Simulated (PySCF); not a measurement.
Structure problem from calculated spectra and properties.

Formula: CH11PSi3.

- Polarisability: 122.4 au [B3LYP/def2-SVPD]
- Rotational structure: rotational constants A, B, C: 2.409, 1.046, 0.907 GHz [GFN2-xTB]
- 13C NMR: chemical shifts (computed TMS as zero) by class: -13.4 (1 C) ppm [GIAO PBE0/pcSseg-1]
- Triplet: lowest triplet excitation (Tamm–Dancoff): 5.24 eV [TDA B3LYP/def2-SVPD]
- 1H NMR: chemical shifts (computed TMS as zero) by class: 4.73 (2 H), 4.07 (3 H), 3.99 (3 H), 0.30 (1 H), -0.08 (2 H) ppm [GIAO PBE0/pcSseg-1]
- Dipole: 1.08 D [B3LYP/def2-SVPD]

The electronic properties come from PySCF, for the isolated species, density fitting. Levels stand in brackets. Geometry: GFN2-xTB, one conformer, isolated molecule. NMR classes are plain means over equivalent atoms (diastereotopic ones count apart unless rotation or inversion swaps them), as if these changed places fast.

Question: Propose a structure and show how it fits.

Answer: Numbering: `[SiH3:1][CH2:2][SiH2:3][PH:4][SiH3:5]`. The one carbon: sp3 carbon bound to silicon [C2] (-13.4 ppm). Hydrogen classes from least to most shielded: 2 H on an SiH2 silicon, Si3 (4.73 ppm), 3 H on an SiH3 silicon, Si5 (4.07 ppm), 3 H on an SiH3 silicon, Si1 (3.99 ppm), 1 H on a three-coordinate phosphorus, P4 (0.30 ppm), 2 H on an sp3 carbon bound to silicon, C2 (-0.08 ppm). The optimised geometry has point group C1 and is an asymmetric top. Structure: `[SiH3]C[SiH2]P[SiH3]`. Computed isomers that give other values at the same levels: `[SiH3][SiH2]C[SiH2]P` (1H chemical shifts (computed TMS as zero) by class: 4.66 (2 H), 4.11 (2 H), 3.57 (3 H), 0.95 (2 H), 0.07 (2 H) ppm); `C[SiH2]P([SiH3])[SiH3]` (13C chemical shifts (computed TMS as zero) by class: -5.6 (1 C) ppm); `[SiH3]C[Si@@H]([SiH3])P` (13C chemical shifts (computed TMS as zero) by class: -5.9 (1 C) ppm). The assignments are read from this structure; whether some other isomer fits the data as well wasn't checked.

Shape of the structure used: `[SiH3:1][CH2:2][SiH2:3][PH:4][SiH3:5]`: Si1–C2–Si3–P4 -52°, C2–Si3–P4–Si5 -62°.
